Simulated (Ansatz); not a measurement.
## Which is lower?

The two ends of one reaction step of SiH2BrF3, closed shell (PBE0-D4/def2-TZVP).

A:

Si1  (-0.852, 0.137, -0.334)
F2  (1.793, -0.994, 1.185)
F3  (-0.500, -1.090, -1.256)
F4  (-2.166, 0.802, -0.899)
H5  (-1.054, -0.280, 1.053)
H6  (2.015, -0.201, 0.762)
Br7  (0.765, 1.626, -0.511)
(Å)

B:

```
atom    x (Å)    y (Å)    z (Å)
 Si1  -0.9026  -0.5979   0.2009
  F2   0.3919  -0.3359   1.0665
  F3  -0.4579  -1.2522  -1.1561
  F4  -1.5773   0.7884  -0.0995
  H5  -1.8201  -1.4756   0.9239
  H6   2.1311   1.0895   0.1502
 Br7   2.2349   1.7839  -1.0859
```

Program: Ansatz 0.2.0. Basis: def2-TZVPP. Cores are frozen in the correlated methods. Filled d shells of the heavier atoms are correlated. The def2 sets are not built for correlating such inner shells, so the correlated values are less sure here. B3LYP uses VWN-RPA correlation.

**Question.** Which structure is lower at CCSD(T), and by how much? (To be estimated.)

**Answer.** The calculation gives: B, by 15.04 kcal/mol (electronic energy, against the other). By their contacts, A is a complex of SiHBrF₂ ([F][SiH]([F])[Br]) + HF and B is a complex of SiHF₃ ([F][SiH]([F])[F]) + HBr.

All methods give the same order:

| method | E(B) − E(A) (kcal/mol) |
| --- | --- |
| SPW92 | -10.77 |
| PBE-D4 | -10.76 |
| BLYP-D4 | -13.80 |
| r2SCAN-D4 | -13.54 |
| B97M-V | -15.18 |
| PBE0-D4 | -11.59 |
| B3LYP-D4 | -14.34 |
| r2SCAN0-D4 | -13.57 |
| BHLYP-D4 | -15.34 |
| CAM-B3LYP-D4 | -15.74 |
| wB97X-V | -13.75 |
| wB97M-V | -13.42 |
| B2PLYP | -15.12 |
| PBE-QIDH | -12.92 |
| RPA on PBE | -16.09 |
| HF | -18.78 |
| MP2 | -13.74 |
| CCSD | -15.78 |
| CCSD(T) | -15.04 |

No T1 diagnostic of these runs exceeds 0.010.

Labels in which every atom is bracketed show which atoms are joined, not bond orders.

For scale, one of the runs: CCSD(T)/def2-TZVPP, 211 basis functions, launched by `ansatz run in.yaml --threads 8 --pin off --events-out ev --progress --plain --max-ram 19148MiB`. The run took 83 s on 8 CPU threads of an Arm Neoverse V1 (shared host), with 3.2 GiB of host memory at its peak.
